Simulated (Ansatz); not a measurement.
Geometry optimisation, RKS B3LYP/def2-SVP (Ansatz).

Input file:

```yaml
crystal:
  periodic: [false, false, false]
  atoms:
    - { symbol: Ti, position_ang: [-0.124243, 0.0657, -0.004065] }
    - { symbol: O, position_ang: [-0.166167, 0.050683, 1.874756] }
    - { symbol: H, position_ang: [-0.938657, 0.290312, 2.402553] }
    - { symbol: F, position_ang: [1.545915, 0.157932, -0.525537] }
    - { symbol: F, position_ang: [-1.031006, 1.402631, -0.6617] }
    - { symbol: "N", position_ang: [-0.962148, -1.447167, -0.673288] }
    - { symbol: H, position_ang: [-0.587435, -2.359961, -0.401532] }
    - { symbol: H, position_ang: [-1.597793, -1.507063, -1.466894] }
    - { symbol: F, position_ang: [0.97293, -2.478685, 1.221137] }
    - { symbol: H, position_ang: [0.744604, -1.949381, 1.94897] }
basis:
  gaussian: { orbitals: def2-SVP }
hamiltonian:
  xc: b3lyp
relax:
  f_tol: 0.03
  max_steps: 50
output:
  orbitals: {}
```

Command:

```bash
$ ansatz run input.yaml --threads 4 --pin off --max-ram 5120MiB --backend cpu --events-out ev --progress --plain --runs-dir out
```

Where does it end, and by what steps?

It converged. After 16 steps the energy has fallen by 0.220 eV; H3 moved furthest, 0.50 Å. Joined: Ti1–F9 (3.03 → 2.52 Å).

```csv
step,energy less start (eV),largest force component (eV/Å),accepted
0,0.0000,1.168,yes
1,-0.1169,0.397,yes
2,-0.1757,0.320,yes
3,-0.1823,0.251,yes
4,-0.1883,0.108,yes
5,-0.1949,0.090,yes
6,-0.1905,0.555,no
7,-0.2030,0.316,yes
8,-0.2101,0.181,yes
9,-0.2129,0.070,yes
10,-0.2130,0.239,yes
11,-0.2151,0.109,yes
12,-0.2122,0.362,no
13,-0.2171,0.068,yes
14,-0.2192,0.137,yes
15,-0.2191,0.112,no
16,-0.2202,0.019,yes
```

```xyz
10
Properties=species:S:1:pos:R:3
Ti -0.117 -0.143 0.074
O -0.278 -0.208 1.924
H -0.507 0.497 2.543
F 1.532 0.177 -0.445
F -1.040 1.235 -0.460
N -0.913 -1.561 -0.815
H -0.649 -2.521 -0.600
H -1.557 -1.495 -1.601
F 0.875 -2.162 1.205
H 0.510 -1.593 1.889
```

Whether the end is a true minimum wasn't checked by a vibrational analysis.

Run time: 41 s on 4 threads of AMD EPYC 7B13 (Zen 3), with other jobs on the host, peak memory 0.34 GiB.
